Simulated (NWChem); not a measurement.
Species: C3H9Si, doublet; SMILES C[Si](C)C

In the optimisation the excess spin sits in a (C3, its own frame). No frequency run checked for a minimum.

Task: Give the equilibrium geometry at PBE-D3(BJ)/def2-SVP, spin-unrestricted (NWChem) as an XYZ file, with the point group.

Result: point group C3v; any orientation.
```
13

C      1.7330    -0.4850    -0.1781
Si     0.0000     0.0000     0.4315
C     -1.2865    -1.2583    -0.1781
C     -0.4465     1.7433    -0.1781
H      1.7626    -0.4936    -1.2907
H      2.0181    -1.4959     0.1769
H      2.5016     0.2313     0.1764
H     -1.3087    -1.2796    -1.2907
H     -2.3046    -0.9998     0.1769
H     -1.0505    -2.2820     0.1764
H     -0.4538     1.7732    -1.2907
H     -1.4511     2.0508     0.1764
H      0.2864     2.4957     0.1769
```
